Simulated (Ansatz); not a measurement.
One change: `C[BH][AlH][OH]` becomes `[OH][AlH][BH][SeH]`.

Ansatz, PBE0-D4/def2-TZVP geometries, multiplicity 1. Each molecule was computed in one conformer, which needn't be the lowest.

Scalar relativity is left out up to krypton.

```json
{"property": "LUMO energy (B3LYP/def2-TZVPP) / eV", "`C[BH][AlH][OH]`": "-1.92"}
{"property": "HOMO–LUMO gap (ωB97M-V/def2-TZVPP) / eV", "`C[BH][AlH][OH]`": "9.35"}
{"property": "HOMO energy (PBE/def2-TZVPP) / eV", "`C[BH][AlH][OH]`": "-5.86"}
{"property": "HOMO energy (PBE0/def2-TZVPP) / eV", "`C[BH][AlH][OH]`": "-7.03"}
{"property": "HOMO–LUMO gap (PBE/def2-TZVPP) / eV", "`C[BH][AlH][OH]`": "3.13"}
{"property": "HOMO–LUMO gap (PBE0/def2-TZVPP) / eV", "`C[BH][AlH][OH]`": "5.29"}
```

Question: Give the same properties after the change, and the shifts. (An estimate is asked.)

Answer: The calculation gave: 
| property | `[OH][AlH][BH][SeH]` | shift |
| --- | --- | --- |
| LUMO energy (B3LYP/def2-TZVPP) / eV | -2.45 | -0.53 |
| HOMO–LUMO gap (ωB97M-V/def2-TZVPP) / eV | 8.95 | -0.40 |
| HOMO energy (PBE/def2-TZVPP) / eV | -6.16 | -0.30 |
| HOMO energy (PBE0/def2-TZVPP) / eV | -7.32 | -0.29 |
| HOMO–LUMO gap (PBE/def2-TZVPP) / eV | 3.06 | -0.07 |
| HOMO–LUMO gap (PBE0/def2-TZVPP) / eV | 5.02 | -0.27 |

With PBE0 the HOMO falls by 0.29 eV and the LUMO falls by 0.57 eV, so the gap narrows by about 0.28 eV. PBE moves the HOMO by -0.30 eV and ωB97M-V by -0.24 eV. The zero-point energy changes by -69.1 kJ/mol with -6 modes.

B3LYP here is the variant with VWN-RPA as its local correlation; programs differ in this.

Spin–orbit coupling is left out; it splits and shifts lone-pair levels of the heavy atoms by tenths of an eV.
